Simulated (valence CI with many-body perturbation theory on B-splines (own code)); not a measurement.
Level structure of Nb¹⁹⁺

Level of theory: valence CI with perturbative core correlation (CI+MBPT): four valence electrons over a frozen Dirac-Fock core [Ar], radial functions for each j: 7 s, 7 p, 8 d, 6 f, 4 g, 1 h, with the one-electron correlation potential Σ1, the two-electron term Σ2, the three-electron term Σ3, Breit, model QED; selected CI, second order for the rest, scaled by the run's own slope (own B-spline code, finite nucleus).

No measured levels were compared; by estimate terms of the open shell hold to 2 to 4 % of their energy, and close levels can change places. Only levels of the ground parity were solved; by the run's estimate the other parity begins above the list, which can be wrong where configurations are misplaced.

Levels 1 to 32 of 32, with energies above the lowest level, 3d⁴ ⁵D_0. "Leading %" is the weight of the configuration and term that name the level; weights of strongly mixed levels are sums over their largest components and can fall short. Lifetimes count E1, E2, E3, M1 and M2 decay at the calculated energies, and are blank where another channel may lead or the interval is too uncertain; long ones can be off by a factor of two.

```csv
No.,Configuration,Term,J,E (cm⁻¹),Leading %,Second component,g,Lifetime
1,3d⁴,⁵D,0,0.0,81,18 % 3d⁴ ³P,,
2,3d⁴,⁵D,1,8124,91,8 % 3d⁴ ³P,1.497,39.7 ms
3,3d⁴,⁵D,2,17123,96,,1.488,26.2 ms
4,3d⁴,⁵D,3,25593,95,,1.480,37.5 ms
5,3d⁴,⁵D,4,33088,88,10 % 3d⁴ ³F,1.466,93.6 ms
6,3d⁴,³P,0,65469,69,18 % 3d⁴ ⁵D,,453 μs
7,3d⁴,³H,4,73768,60,15 % 3d⁴ ³G,0.924,3.95 ms
8,3d⁴,³P,1,87608,87,7 % 3d⁴ ⁵D,1.438,594 μs
9,3d⁴,³H,5,87888,81,19 % 3d⁴ ³G,1.063,13.2 ms
10,3d⁴,³G,3,88025,57,38 % 3d⁴ ³F,0.903,1.49 ms
11,3d⁴,³F,2,91379,85,9 % 3d⁴ ¹D,0.729,1.31 ms
12,3d⁴,³H,6,94626,85,15 % 3d⁴ ¹I,1.139,211 ms
13,3d⁴,³F,4,101650,40,29 % 3d⁴ ³H,1.077,1.09 ms
14,3d⁴,³P,2,108920,67,30 % 3d⁴ ³D,1.378,1.86 ms
15,3d⁴,³G,4,109640,47,30 % 3d⁴ ¹G,1.080,2.28 ms
16,3d⁴,³F,3,114210,60,35 % 3d⁴ ³G,0.970,1.29 ms
17,3d⁴,³G,5,123100,81,19 % 3d⁴ ³H,1.166,2.43 ms
18,3d⁴,³D,3,123920,85,5 % 3d⁴ ¹F,1.280,978 μs
19,3d⁴,³D,2,130220,44,25 % 3d⁴ ³P,1.176,668 μs
20,3d⁴,¹I,6,134220,85,15 % 3d⁴ ³H,1.023,1.88 ms
21,3d⁴,³D,1,135630,93,6 % 3d⁴ ³P,0.568,608 μs
22,3d⁴,¹G,4,149830,57,24 % 3d⁴ ³F,1.048,669 μs
23,3d⁴,¹S,0,151650,83,17 % 3d⁴ ³P,,496 μs
24,3d⁴,¹D,2,163750,56,16 % 3d⁴ ³D,1.060,583 μs
25,3d⁴,¹F,3,173550,77,10 % 3d⁴ ³D,1.031,
26,3d⁴,³P,2,193690,86,7 % 3d⁴ ¹D,1.416,803 μs
27,3d⁴,³F,4,200020,87,11 % 3d⁴ ¹G,1.217,
28,3d⁴,³F,2,206250,84,10 % 3d⁴ ¹D,0.737,516 μs
29,3d⁴,³F,3,209530,84,14 % 3d⁴ ¹F,1.072,
30,3d⁴,³P,1,213640,99,,1.490,
31,3d⁴,³P,0,223200,94,5 % 3d⁴ ¹S,,
32,3d⁴,¹G,4,229060,88,10 % 3d⁴ ³F,1.023,
```

Names give the largest LS component (configuration and term), which can be under half, so a name can repeat, a term be missing and a line seem to break the LS rules; names also repeat where a configuration has a term twice.

The ionisation energy to 3d³ ⁴F3/2 of the next ion comes out as 816.13 eV (NIST: 816 ± 4 eV (theoretical)). All 32 levels together are meant to be complete up to 232120 cm⁻¹.
